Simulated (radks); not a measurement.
The numbers below are computed, except where a source is named.
Removal energies from the samarium ion Sm+, [Xe] 4f7, by Delta-SCF beside the eigenvalue of the level emptied. Level of theory: non-relativistic Kohn-Sham, PBE, spin-polarised, spherical densities, point nucleus (a radial shooting solver on a logarithmic mesh with Libxc functionals). Open shells are filled with parallel spins first.

| removed from | final configuration | Delta-SCF (eV) | -eigenvalue (eV) |
|---|---|---|---|
| 4f | [Xe] 4f6 | 12.448 | 5.489 |
| 5p | [Kr] 4d10 4f7 5s2 5p5 | 27.367 | 22.224 |
| 5s | [Kr] 4d10 4f7 5s1 5p6 | 42.383 | 36.830 |
| 4d | [Kr] 4d9 4f7 5s2 5p6 | 132.39 | 124.73 |
